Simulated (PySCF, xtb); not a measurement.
GaCl2I, SMILES [Cl][Ga]([Cl])[I].

Harmonic wavenumbers (cm⁻¹) from GFN2-xTB (xtb 6.7.1) at its own minimum, in rising order: 93, 105, 113, 251, 372, 412.

Question: What does PySCF 2.14.0 with PBE-D3(BJ)/def2-SVP give at its own minimum? (Estimate from the structure and the level; the computed values follow.)

Answer: 87, 112, 116, 235, 404, 446. Paired by order, the mean absolute difference is 16 cm⁻¹ and the zero-point energies are 1.9 and 2.0 kcal/mol.
